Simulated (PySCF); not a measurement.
Compound: C₆H₉AlN₂.
Cartesian coordinates in Å at the PBE0-D3(BJ)/def2-SVP level; atoms count from 1:
```
atom  x, y, z in Å
N1    -2.6567   -2.0544   -0.7464
C2    -2.5607   -0.8513   -0.3619
C3    -1.3395   -0.0658   -0.0661
C4    -1.4430    1.2584    0.3694
C5    -0.2909    1.9893    0.6437
C6     0.9414    1.3748    0.4749
N7     1.0460    0.1053    0.0579
Al8    2.9059   -0.7580   -0.1519
C9    -0.0550   -0.5975   -0.2063
H10   -1.7397   -2.5020   -0.8519
H11   -3.5001   -0.2895   -0.2201
H12   -2.4310    1.7117    0.4907
H13   -0.3420    3.0244    0.9843
H14    1.8813    1.8973    0.6726
H15    2.4195   -2.1781   -0.7344
H16    3.4230   -0.7111    1.3686
H17    3.5942    0.2827   -1.1641
H18    0.1199   -1.6235   -0.5448
```

Theory: delta-SCF UKS SCAN, pcX-2 on the ionised atom, pcseg-1 elsewhere, spin-free X2C (PySCF). Each 1s hole has a ground state of its own, since the core basis sits on the ionised atom alone.

```
ionised atom  basis functions  E(ionised) (Eh)  binding energy (eV)
          C3              206       -575.59182              291.893
          C4              206       -575.59569              291.762
          C5              206       -575.59616              291.757
          C6              206       -575.57409              292.361
          C9              206       -575.57513              292.331
          N1              206       -571.44906              404.837
          N7              206       -571.38634              406.534
         Al8              217       -528.82485             1565.279
```

**Question.** Fill in the total energy of each ground state.

**Answer.** With binding energy = E(ionised) − E(ground) and 27.2114 eV a hartree:

```tsv
atom	binding energy (Eh)	E(ground) (Eh)
C3	10.7269	-586.3187
C4	10.7221	-586.3178
C5	10.7219	-586.3180
C6	10.7441	-586.3182
C9	10.7430	-586.3181
N1	14.8775	-586.3265
N7	14.9398	-586.3262
Al8	57.5230	-586.3478
```

**Question.** How much do the ground-state energies differ, and what would follow from using one of them for all holes?

**Answer.** They run from -586.3478 Eh (core basis on Al8) to -586.3178 Eh (on C4), 0.0300 Eh or 0.82 eV apart, though the state is the same; only basis and grid differ. Pairing the ion of C4 with the ground state of Al8 would put its binding energy 0.82 eV too high.

The listed C 1s values span 0.60 eV, from C5 (bonded to 2 C (aromatic in the SMILES) and H) to C6 (bonded to N (aromatic in the SMILES), C (aromatic in the SMILES) and H). Summing the Pauling electronegativity differences to the bonded atoms, each weighted by its formal bond order, gives -0.35 for the lowest site and +0.39 for the highest; no listed site has a larger sum than the highest. The values 291.76 and 291.76 eV; the values 292.33 and 292.36 eV lie too close for their order to be trusted.

Only 1s holes are shown. Spin contamination (⟨S²⟩ against 0.75 for a pure doublet) is marked for C 1s of C4 (0.90), C 1s of C5 (0.86), C 1s of C6 (0.86) and N 1s of N1 (0.92), which makes these values less certain. One conformer (not necessarily the lowest) at the PBE0-D3(BJ)/def2-SVP geometry, without solvent, vibrations or thermal averaging.
